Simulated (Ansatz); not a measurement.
Mulliken charges of C2H4NSi, SMILES `[C]#C[SiH2]N` radical from PBE/def2-TZVPP in Ansatz (PBE0-D4/def2-TZVP geometry).

```csv
atom,x (Å),y (Å),z (Å),charge (e)
C1,2.221,-1.071,1.478,-0.041
C2,1.355,-0.425,0.923,-0.178
Si3,0.054,0.580,0.091,0.340
N4,-1.069,-0.320,-0.830,-0.348
H5,0.760,1.516,-0.813,-0.048
H6,-0.680,1.287,1.165,-0.048
H7,-0.788,-0.734,-1.704,0.162
H8,-1.760,-0.889,-0.367,0.162
```

Problem. By hand: the dipole of these point charges (1 e Å = 4.8032 D).

Solution. Σ q r = (-0.358, 0.031, -0.258) e Å, of length 0.442 e Å = 2.12 D.

Problem. How does the dipole of the full density compare? (An estimate is asked.)

Solution. Computed: (-0.428, -0.118, -0.325) e Å, 2.64 D; the point charges give 0.80 times that, at 16° from its direction.

Point charges leave out the atoms' own dipoles, such as those of lone pairs, and Mulliken's split depends on the basis, so the two needn't agree.
